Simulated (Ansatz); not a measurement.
A structure drawn as `ClC1(Cl)C[SiH2]1`, with this starting geometry:

Cartesian coordinates in Å:
```
Cl 0.830 -1.431 1.787
C 0.605 -0.666 0.207
Cl 1.784 -1.222 -0.927
C -0.754 -0.449 -0.350
Si 0.227 1.121 0.179
H -0.985 -0.472 -1.367
H -1.605 -0.590 0.332
H -0.504 1.756 1.255
H 0.402 1.953 -1.116
```

Charge 0, multiplicity 1.

(1) Does it keep its bonds when Ansatz relaxes it at PBE-D4/def2-SVP and then PBE0-D4/def2-TZVP?

(2) Give the relaxed structure. (An estimate is asked.)

Atoms count as bonded under 1.1 times the sum of their covalent radii (H–H under 0.85 Å, pairs among N, O and F under 1.55 Å), and a drawn bond as lost past 1.3 times.

Answers

(1) Yes, every drawn bond is still there and no new one forms.

(2) Computed: 
Z-matrix (Å, degrees):
```
C
Cl 1 1.758
C 1 1.529 2 115.0
Cl 1 1.758 2 112.8 3 134.7
Si 1 1.861 2 119.9 3 -75.2
H 3 1.085 1 115.1 2 -0.4
H 3 1.085 1 115.0 2 134.2
H 5 1.475 1 118.2 2 -148.7
H 5 1.475 1 118.1 2 0.6
```
No frequency check was run.
